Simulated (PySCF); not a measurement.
C$_{2}$H$_{9}$AlO$_{2}$Si (SMILES C[SiH](C)[Al]([OH])[OH]), singlet, at a GFN2-xTB geometry (such geometries of metal compounds can be far from the true shape); DF-PBE/pcseg-2 (PySCF).

Input for PySCF:
```python
from pyscf import gto, scf, dft

mol = gto.Mole()
mol.atom = '''
    Si   -1.047454    0.487281   -0.314601
    C    -1.498018    1.669825    1.122209
    C    -2.287807   -0.968471   -0.262152
    Al    1.226320   -0.312566   -0.125447
    O     2.354524    0.832926    0.261527
    O     1.466165   -1.927446   -0.387622
    H    -1.374576    1.236599   -1.560057
    H    -1.424408    1.166072    2.082147
    H    -0.815570    2.513846    1.144632
    H    -2.506128    2.063162    1.030676
    H    -3.317609   -0.634938   -0.345930
    H    -2.194520   -1.527722    0.664414
    H    -2.096426   -1.657810   -1.078604
    H     3.005552    1.483815    0.483424
    H     1.595318   -2.853568   -0.537061
'''
mol.basis = 'pcseg-2'
mol.charge = 0
mol.spin = 0
mol.verbose = 4
mol.max_memory = 1800
mol.build()

mf = dft.RKS(mol)
mf.xc = 'pbe'
mf = mf.density_fit(auxbasis='def2-universal-jkfit')
mf.kernel()
```

Output, abridged:

```
PySCF version 2.14.0

[INPUT] verbose = 4
[INPUT] num. atoms = 15
[INPUT] num. electrons = 64
[INPUT] charge = 0
[INPUT] spin (= nelec alpha-beta = 2S) = 0
[INPUT] symmetry False subgroup None
[INPUT] Mole.unit = angstrom
[INPUT] Symbol           X                Y                Z      unit          X                Y                Z       unit  Magmom
[INPUT]  1 Si    -1.047454000000   0.487281000000  -0.314601000000 AA   -1.979401188080   0.920827635704  -0.594509728514 Bohr   0.0
[INPUT]  2 C     -1.498018000000   1.669825000000   1.122209000000 AA   -2.830843749669   3.155511925952   2.120667664522 Bohr   0.0
[INPUT]  3 C     -2.287807000000  -0.968471000000  -0.262152000000 AA   -4.323328655863  -1.830144949584  -0.495395483007 Bohr   0.0
[INPUT]  4 Al     1.226320000000  -0.312566000000  -0.125447000000 AA    2.317408941077  -0.590664135851  -0.237060473148 Bohr   0.0
[INPUT]  5 O      2.354524000000   0.832926000000   0.261527000000 AA    4.449405513715   1.574002022029   0.494214404179 Bohr   0.0
[INPUT]  6 O      1.466165000000  -1.927446000000  -0.387622000000 AA    2.770650303423  -3.642345059888  -0.732499419856 Bohr   0.0
[INPUT]  7 H     -1.374576000000   1.236599000000  -1.560057000000 AA   -2.597572177400   2.336833435911  -2.948080468711 Bohr   0.0
[INPUT]  8 H     -1.424408000000   1.166072000000   2.082147000000 AA   -2.691741009639   2.203556721524   3.934687581085 Bohr   0.0
[INPUT]  9 H     -0.815570000000   2.513846000000   1.144632000000 AA   -1.541203935412   4.750480459333   2.163040993413 Bohr   0.0
[INPUT] 10 H     -2.506128000000   2.063162000000   1.030676000000 AA   -4.735895553104   3.898811130610   1.947695363162 Bohr   0.0
[INPUT] 11 H     -3.317609000000  -0.634938000000  -0.345930000000 AA   -6.269372398392  -1.199858926079  -0.653712958271 Bohr   0.0
[INPUT] 12 H     -2.194520000000  -1.527722000000   0.664414000000 AA   -4.147041774881  -2.886976174473   1.255560493327 Bohr   0.0
[INPUT] 13 H     -2.096426000000  -1.657810000000  -1.078604000000 AA   -3.961670980417  -3.132806866565  -2.038266156860 Bohr   0.0
[INPUT] 14 H      3.005552000000   1.483815000000   0.483424000000 AA    5.679670133139   2.804003969522   0.913538962042 Bohr   0.0
[INPUT] 15 H      1.595318000000  -2.853568000000  -0.537061000000 AA    3.014714101589  -5.392461997823  -1.014898202185 Bohr   0.0

nuclear repulsion = 351.879151977357
number of shells = 51
number of NR pGTOs = 467
number of NR cGTOs = 314
basis = pcseg-2
ecp = {}

******** <class 'pyscf.df.df_jk.DFRKS'> ********
method = DFRKS
initial guess = minao
damping factor = 0
level_shift factor = 0
DIIS = <class 'pyscf.scf.diis.CDIIS'>
diis_start_cycle = 1
diis_space = 8
diis_damp = 0
SCF conv_tol = 1e-09
SCF conv_tol_grad = None
SCF max_cycles = 50
direct_scf = False
XC library pyscf.dft.libxc version 7.1.2
    S. Lehtola, C. Steigemann, M. J. T. Oliveira, and M. A. L. Marques,  SoftwareX 7, 1–5 (2018)
XC functionals = pbe
    J. P. Perdew, K. Burke, and M. Ernzerhof,  Phys. Rev. Lett. 77, 3865 (1996)
    J. P. Perdew, K. Burke, and M. Ernzerhof,  Phys. Rev. Lett. 78, 1396 (1997)
    J. P. Perdew, K. Burke, and M. Ernzerhof,  Phys. Rev. Lett. 77, 3865 (1996)
    J. P. Perdew, K. Burke, and M. Ernzerhof,  Phys. Rev. Lett. 78, 1396 (1997)
radial grids:
    Treutler-Ahlrichs [JCP 102, 346 (1995); DOI:10.1063/1.469408] (M4) radial grids

becke partition: Becke, JCP 88, 2547 (1988); DOI:10.1063/1.454033
pruning grids: <function nwchem_prune>
grids dens level: 3
symmetrized grids: False
atomic radii adjust function: <function treutler_atomic_radii_adjust>
small_rho_cutoff = 0
Set gradient conv threshold to 3.16228e-05
Initial guess from minao.
tot grids = 183032
init E= -763.746311905535
  HOMO = -0.294492795862251  LUMO = -0.0947452478367715  gap/eV = 5.43541
cycle= 1 E= -763.290775786602  delta_E= 0.456  |g|= 1.45  |ddm|= 2.95
  HOMO = -0.0504895721908704  LUMO = 0.00810811461685645  gap/eV = 1.59452
cycle= 2 E= -761.33640581066  delta_E= 1.95  |g|= 3.24  |ddm|=  3.4
  HOMO = -0.20570135347166  LUMO = -0.0463666072245238  gap/eV = 4.33572
cycle= 3 E= -763.649325245635  delta_E= -2.31  |g|= 0.411  |ddm|= 2.96
  HOMO = -0.233809274939947  LUMO = -0.0518550542781231  gap/eV = 4.95123
cycle= 4 E= -763.67915825657  delta_E= -0.0298  |g|= 0.23  |ddm|= 0.508
  HOMO = -0.226969760185904  LUMO = -0.0490003476230108  gap/eV = 4.84279
cycle= 5 E= -763.692400472113  delta_E= -0.0132  |g|= 0.0408  |ddm|= 0.185
  HOMO = -0.221917620401243  LUMO = -0.0457897036703621  gap/eV = 4.79268
cycle= 6 E= -763.69286593773  delta_E= -0.000465  |g|= 0.013  |ddm|= 0.0677
  HOMO = -0.22313707652502  LUMO = -0.0465630298418969  gap/eV = 4.80482
cycle= 7 E= -763.692913611614  delta_E= -4.77e-05  |g|= 0.00296  |ddm|= 0.019
  HOMO = -0.223018756054005  LUMO = -0.0465555628163514  gap/eV = 4.80181
cycle= 8 E= -763.692915530942  delta_E= -1.92e-06  |g|= 0.00132  |ddm|= 0.00369
  HOMO = -0.223041608646682  LUMO = -0.046555817424025  gap/eV = 4.80242
cycle= 9 E= -763.692915884521  delta_E= -3.54e-07  |g|= 0.000445  |ddm|= 0.00111
  HOMO = -0.22305605081767  LUMO = -0.0465576948026971  gap/eV = 4.80276
cycle= 10 E= -763.692915914608  delta_E= -3.01e-08  |g|= 0.000193  |ddm|= 0.000462
  HOMO = -0.223054801689621  LUMO = -0.0465586923046981  gap/eV = 4.80270
cycle= 11 E= -763.692915922942  delta_E= -8.33e-09  |g|= 6.77e-05  |ddm|= 0.000213
  HOMO = -0.223053348962813  LUMO = -0.0465584767558678  gap/eV = 4.80267
cycle= 12 E= -763.692915924042  delta_E= -1.1e-09  |g|= 1.94e-05  |ddm|= 6.92e-05
  HOMO = -0.223052906552432  LUMO = -0.046558270486921  gap/eV = 4.80266
cycle= 13 E= -763.692915924117  delta_E= -7.44e-11  |g|= 9.49e-06  |ddm|= 2.1e-05
  HOMO = -0.223053798427751  LUMO = -0.046558659514881  gap/eV = 4.80268
Extra cycle  E= -763.692915924072  delta_E= 4.46e-11  |g|= 1.59e-05  |ddm|= 1.83e-05
converged SCF energy = -763.692915924072
```
